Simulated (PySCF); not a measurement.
This PySCF input asks for the NMR shieldings of `InChI=1S/C6H15P.3CH3.Al/c1-4-7(5-2)6-3;;;;/h4-6H2,1-3H3;3*1H3;`; the geometry comes from PBE0-D3(BJ)/def2-SVP.

```python
import basis_set_exchange as bse
import numpy as np
from pyscf import gto, dft
from pyscf.prop import nmr

atoms = """
C    -1.057374   -1.572609    2.319037
C    -1.379795   -1.556410    0.831217
P    -0.721589   -0.077969   -0.043346
C    -1.356401   -0.258126   -1.760888
C    -0.748137   -1.434623   -2.511299
C    -1.696340    1.319965    0.648978
C    -1.388802    2.657660   -0.009235
Al    1.754703    0.206453    0.111550
C     1.914433    1.174044    1.843950
C     2.359480   -1.689717    0.097833
C     2.104973    1.261547   -1.539430
H     0.026574   -1.494023    2.492323
H    -1.405055   -2.509194    2.780074
H    -1.542653   -0.743119    2.855088
H    -0.920241   -2.427597    0.336917
H    -2.467445   -1.617538    0.651952
H    -2.457707   -0.326297   -1.726090
H    -1.107338    0.684998   -2.273752
H    -1.019681   -2.398925   -2.056072
H     0.350254   -1.370821   -2.529105
H    -1.100776   -1.452221   -3.553320
H    -2.769859    1.071205    0.581933
H    -1.440350    1.361692    1.720325
H    -0.315951    2.894152    0.054239
H    -1.941751    3.469267    0.486827
H    -1.671419    2.669930   -1.072631
H     2.976627    1.377309    2.070382
H     1.406379    2.154347    1.846588
H     1.521478    0.599925    2.701537
H     3.463254   -1.732595    0.128698
H     2.054813   -2.247769   -0.804520
H     2.006408   -2.264737    0.972226
H     1.617866    2.252133   -1.541441
H     1.793084    0.742198   -2.462728
H     3.188594    1.449503   -1.646138
"""
names = dict.fromkeys(["C", "P", "Al", "H"], "pcSseg-1")
basis = {el: gto.basis.parse(bse.get_basis(n, elements=[el], fmt="nwchem")) for el, n in names.items()}
mol = gto.M(atom=atoms, basis=basis, charge=0, verbose=0)
mf = dft.RKS(mol, xc="PBE0")
mf.grids.level = 2
mf.grids.alignment = dft.numint.BLKSIZE   # the property module wants whole blocks of grid points
mf.conv_tol = 1e-9
mf.kernel()

calc = nmr.RKS(mf)   # GIAO
C = mf.mo_coeff
Co = C[:, mf.mo_occ > 0]
resp = mf.gen_response(singlet=True, hermi=2)
def vind(x):   # induced exchange potential for any number of trial vectors
    d = np.einsum("pi,xij,qj->xpq", C, 2 * x.reshape(-1, C.shape[1], Co.shape[1]), Co, optimize=True)
    return np.einsum("xpq,pi,qj->xij", resp(d - d.transpose(0, 2, 1)), C, Co, optimize=True).ravel()
mo1, _ = nmr.rhf.solve_mo1(calc, with_cphf=vind)
sigma = calc.kernel(mo1)
for i, s in enumerate(sigma):   # ppm
    print("%2d %-2s %9.2f" % (i, mol.atom_pure_symbol(i), np.trace(s) / 3))
```

Task: What does it print?

Result: 
```
 0 C     174.51
 1 C     165.06
 2 P     354.16
 3 C     165.13
 4 C     174.57
 5 C     165.13
 6 C     174.56
 7 Al    403.61
 8 C     194.80
 9 C     194.88
10 C     194.79
11 H      29.93
12 H      29.94
13 H      30.38
14 H      29.52
15 H      30.31
16 H      30.32
17 H      29.51
18 H      30.38
19 H      29.91
20 H      29.95
21 H      30.32
22 H      29.51
23 H      29.92
24 H      29.95
25 H      30.38
26 H      31.85
27 H      32.14
28 H      32.25
29 H      31.86
30 H      32.25
31 H      32.13
32 H      32.25
33 H      32.14
34 H      31.86
```

These numbers come from an equivalent density-fitted implementation of the same equations, which agrees with the script to about 0.01 ppm for H and up to a few tenths of a ppm for heavy atoms, so last digits may differ.

Task: Turn these shieldings into chemical shifts. References, each an isolated molecule treated in the same way: TMS for 13C (184.41 ppm) and 1H (31.27 ppm); 31P (310.13 ppm) against H3PO4; AlH4- for 27Al (489.28 ppm).

Result: Averaging equivalent atoms: C 1/3/5: 19.3; C 0/4/6: 9.9; C 8/9/10: -10.4; P 2: -44.0; Al 7: 85.7; H 14/15/16/17/21/22: 1.35; H 11/12/13/18/19/20/23/24/25: 1.18; H 26/27/28/29/30/31/32/33/34: -0.81 ppm. Experimental scales use liquid or dissolved standards, which lie at an offset from isolated H3PO4.

Size and cost of the density-fitted run: 321 basis functions, 2.1 min wall time on 1 thread of an Arm Neoverse V1, shared host; peak memory 1.9 GiB.
